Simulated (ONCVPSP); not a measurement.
## Before and after: ONCV potential for sulfur

ONCVPSP 4.0.1 input, shortened (lines: element, Z, core and valence counts, functional; n l f; lmax; l rc ep ncon nbas qcut; lloc lpopt rc5 dvloc0; l nproj debl; icmod fcfact rcfact), PBE, scalar-relativistic:

```
  S 16.00    1    4        4      upf
    1    0    2.00
    2    0    2.00
    2    1    6.00
    3    0    1.00
    3    1    5.00
    2
    0    0.80    0.00    5    9   15.10
    1    0.65    0.00    4    8   27.00
    2    0.80    0.23    4    8   13.20
    4    5    0.65    2.00
    0    2    2.40
    1    2    3.80
    2    2    1.50
    3    2.75    1.40
```

Change: fully relativistic.

Cutoffs: the cutoffs (Ha) at which the residual kinetic energy of the hardest occupied pseudo-wave falls to 1 and 0.1 mHa per electron; they do not see the model core or the augmentation charge, which bear on the density cutoff. Errors are all-electron minus pseudo energies relative to the spin-unpolarised reference configuration.

Task: How do hardness, ghosts and transferability respond?

Result: The potential gets neither clearly harder nor softer (229 Ha and 264 Ha → 229 Ha and 264 Ha); of the 4 tests that both files solve, the error grows in 3 and shrinks in 0 by more than 15 % and 0.3 meV (median size 1.9 → 2.6 meV); neither file shows a bound ghost.

```tsv
quantity	base	changed
cutoff, loose	229 Ha	229 Ha
cutoff, tight	264 Ha	264 Ha
loose cutoff by channel	s 81 Ha, p 229 Ha	s 81 Ha, p 229 Ha
bound ghosts	none	none
GHOST(+) flags under 300 eV	none	none
error for 2s2 2p6 3s2 3p4, meV [ΔE -10.31 eV]	+0.9	+0.7
error for 2s2 2p6 3s2 3p3, meV [ΔE 1.46 eV]	+2.9	+3.5
error for 2s2 2p6 3s2 3p2, meV [ΔE 23.74 eV]	+6.8	+9.0
error for 2s2 2p6 3s1 3p4, meV [ΔE 12.34 eV]	+0.9	+1.8
s: phases at 0.81 bohr within 0.05 rad from the reference energy up to (Ha; the scan ends near 5)	to the end of the scan	to the end of the scan
rms error of d²Exc/dni dnj with the model core, mHa	2.55	12.39
```
